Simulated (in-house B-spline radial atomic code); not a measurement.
Ionisation energies along the 24-electron series, configuration [Ar] 3d6, as differences of self-consistent energies. Dirac energy differences include first-order Breit, QED and recoil terms. NIST's values go from ground level to ground level; the uncertainty of those that are theory runs from under 0.1 % in few-electron ions to several per cent in heavy many-electron ones. Computed with a radial B-spline atomic code at the basis-set limit: Dirac-Hartree-Fock, average of the configuration, finite nuclei.

```tsv
ion	configuration after	ionisation energy (eV)	IE/(q+1)² (eV)	Breit and QED recoil part (eV)	tabulated value (eV)	computed minus tabulated (eV)
Tc19+	[Ar] 3d5	837.2	2.0929	-0.20521	829	8.2
Ru20+	[Ar] 3d5	912.5	2.0693	-0.23923	905	7.5
Rh21+	[Ar] 3d5	991.0	2.0475	-0.27639	984	7.0
Pd22+	[Ar] 3d5	1072.5	2.0274	-0.31678	1065	7.5
Ag23+	[Ar] 3d5	?	?	?	?	?
Cd24+	[Ar] 3d5	1244.7	1.9914	-0.40773	1237	7.7
In25+	[Ar] 3d5	1335.3	1.9754	-0.45858	1328	7.3
Sn26+	[Ar] 3d5	1429.1	1.9603	-0.51313	1421	8.1
Sb27+	[Ar] 3d5	1525.9	1.9463	-0.57158	1518	7.9
Te28+	[Ar] 3d5	1625.8	1.9332	-0.63394	1618	7.8
I29+	[Ar] 3d5	1728.7	1.9208	-0.7005	1720	8.7
Xe30+	[Ar] 3d5	?	?	?	?	?
Cs31+	[Ar] 3d5	1943.8	1.8983	-0.84637	1936	7.8
Ba32+	[Ar] 3d5	2056.0	1.888	-0.92595	2047	9.0
La33+	[Ar] 3d5	2171.2	1.8782	-1.0102	2162	9.2
Ce34+	[Ar] 3d5	?	?	?	?	?
Pr35+	[Ar] 3d5	2410.9	1.8603	-1.193	2400	10.9
Nd36+	[Ar] 3d5	2535.4	1.852	-1.2919	2525	10.4
Pm37+	[Ar] 3d5	2663.0	1.8442	-1.3959	2652	11.0
Sm38+	[Ar] 3d5	2793.6	1.8367	-1.5051	2782	11.6
```

(1) Fill in the row of Ag23+.

(2) Fill in the row of Xe30+.

(3) Fill in the row of Ce34+.

Where a p, d or f electron is removed, the computed value is a mean over both j, so it misses the tabulated one by a part of the spin-orbit splitting; averaging over terms and missing correlation add to the gap, relatively most at low charge.

## Answers

(1) ionisation energy (eV): 1157.0; IE/(q+1)² (eV): 2.0087; Breit and QED recoil part (eV): -0.36053; tabulated value (eV): 1149; computed minus tabulated (eV): 8.0.

(2) ionisation energy (eV): 1834.8; IE/(q+1)² (eV): 1.9092; Breit and QED recoil part (eV): -0.77124; tabulated value (eV): 1826; computed minus tabulated (eV): 8.8.

(3) ionisation energy (eV): 2289.6; IE/(q+1)² (eV): 1.869; Breit and QED recoil part (eV): -1.0992; tabulated value (eV): 2280; computed minus tabulated (eV): 9.6.
